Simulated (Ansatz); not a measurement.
Relaxation of ClF2GeH (5 atoms, charge 0, multiplicity 1), to a largest force component of 0.03 eV/Å in at most 50 steps.

All numbers below come from Ansatz 0.2.0, RKS B3LYP-D4/def2-SVP.

```xyz
5
Properties=species:S:1:pos:R:3:forces:R:3
Ge -0.757 -0.023 0.245 -0.01 0.06 -0.10
H 1.638 -0.118 1.605 0.05 -0.05 0.24
F 2.054 0.150 0.823 -0.12 0.02 -0.23
Cl -1.046 1.736 -1.062 0.03 -0.07 0.05
F -0.951 -1.305 -0.946 0.05 0.04 0.03
```

**Question.** Where does it end, and by what steps?

**Answer.** The run converged. After 27 steps the energy has fallen by 0.407 eV; F5 moved furthest, 1.20 Å.

```csv
step,energy less start (eV),largest force component (eV/Å),accepted
0,0.0000,0.241,yes
1,0.0571,2.907,no
2,-0.0242,0.679,yes
3,-0.0496,0.946,yes
4,-0.0790,1.095,yes
5,-0.1028,0.727,yes
6,-0.1115,0.186,yes
7,-0.1154,0.064,yes
8,-0.1165,0.293,yes
9,-0.1181,0.412,yes
10,0.0104,2.664,no
11,-0.1257,0.147,yes
12,-0.1295,0.070,yes
13,-0.0900,1.724,no
14,-0.1385,0.191,yes
15,-0.1451,0.553,yes
16,-0.1603,0.490,yes
17,-0.2042,0.367,yes
18,-0.2117,0.460,yes
19,-0.1312,2.984,no
20,-0.2417,0.611,yes
21,-0.2768,0.647,yes
22,-0.3245,0.840,yes
23,-0.3675,0.147,yes
24,-0.3692,0.136,yes
25,-0.3978,0.307,yes
26,-0.4059,0.102,yes
27,-0.4066,0.015,yes
```

```xyz
5
Properties=species:S:1:pos:R:3
Ge -0.976 0.135 0.458
H 1.324 -0.449 0.521
F 1.336 0.271 1.145
Cl -0.802 1.643 -1.145
F 0.056 -1.160 -0.314
```

Whether the end is a true minimum wasn't checked by a vibrational analysis.

Run time: 99 s on 1 thread of Arm Neoverse V1, with other jobs on the host, peak memory 0.17 GiB.
